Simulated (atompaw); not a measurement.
**Building the PAW (atompaw) potential for Eu (PBE, scalar-relativistic).**

| Item | Value |
| --- | --- |
| Element | europium |
| Generator | atompaw 4.2.0.5 |
| Type | PAW |
| Functional | PBE |
| Relativity | scalar-relativistic |
| Frozen core | [Kr] 4d10 |
| Valence charge | 17 |
| Reference configuration | 4f7 5s2 5p6 5d0 6s2 6p0 |
| Partial waves | 5s (bound): rc 1.60 bohr; 6s (bound): rc 2.15 bohr; 5p (bound): rc 2.60 bohr; 6p (bound, empty): rc 2.60 bohr; 5d (bound, empty): rc 3.00 bohr; 5d channel at 1.5 Ry: rc 3.00 bohr; 4f (bound): rc 1.35 bohr; 4f channel at 0.35 Ry: rc 1.35 bohr |
| Local potential | bessel scheme, radius 2.30 bohr |
| Core correction | smooth core density matched at 2.40 bohr |
| Augmentation charge | sinc compensation charge, radius 2.75 bohr; PAW radius 3.00 bohr; waves and projectors: custom rrkj vanderbiltortho |

Poles of the logarithmic derivatives, all-electron (AE) and pseudo (PS). s: poles at -3.2, 2.4 (AE) and -3.2, 2.4 (PS) Ry. p: poles at -1.6, 3.6 (AE) and -1.6, 3.2 (PS) Ry. d: poles at 0.7 (AE) and 0.6 (PS) Ry. f: poles at -0.2, 3.3 (AE) and -0.2, 3.4 (PS) Ry. Test radius 3.01 bohr.

* Cutoffs needed: 100 Ry and 160 Ry (the cutoffs (Ry, on a coarse ladder) from which the occupation-weighted sum of valence levels, in a spherical-Bessel basis at the reference potential, stays within 10 and 1 mRy of its value at 400 Ry)
* Ghost test: no extra level below or beside the all-electron valence levels (s, p, d, f tested) (spherical-Bessel basis up to 400 Ry, 20 bohr box)
* Lowest eigenvalue of the overlap operator: 0.02 (s channel)
* Overlap eigenvalues printed by atompaw (projector basis): 0.0263, 0.0835, 0.22, 2.89, 10.7, 26.8, 36.4, 331
* Share of each valence orbital outside the PAW sphere: 5s 0 %, 6s 80 %, 5p 3 %, 6p 95 %, 5d 49 %, 4f 1 %
